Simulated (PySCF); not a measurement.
**Ge⁺: excitation energy**

Ge⁺ [Ar] 3d10 4s2 4p1 (2P) → Ge⁺ [Ar] 3d10 4s2 4d1 (2D), as a difference of total energies. Computed with PySCF 2.14 in aug-cc-pVQZ-DK (8s7p5d3f2g, 93 functions), with scalar relativity by spin-free X2C-1e. Correlated levels: valence: [Ar] 3d10 frozen. The calculations carry no spin-orbit coupling.

```csv
method,excitation energy (eV),error (eV)
UHF,8.995,-0.894
LDA,8.672,-1.217
PBE,8.462,-1.427
PBE0,8.696,-1.193
r2SCAN,8.898,-0.991
BLYP,8.406,-1.483
CAM-B3LYP,8.947,-0.942
B2PLYP,8.744,-1.145
LC-wPBE,9.262,-0.627
MP2 (valence),8.893,-0.996
SCS-MP2 (valence),8.906,-0.983
```

Reference: 9.889 eV (measured; NIST levels, between the centres of gravity of the two terms).

Errors of the correlated levels include the incompleteness of this basis and the frozen core.
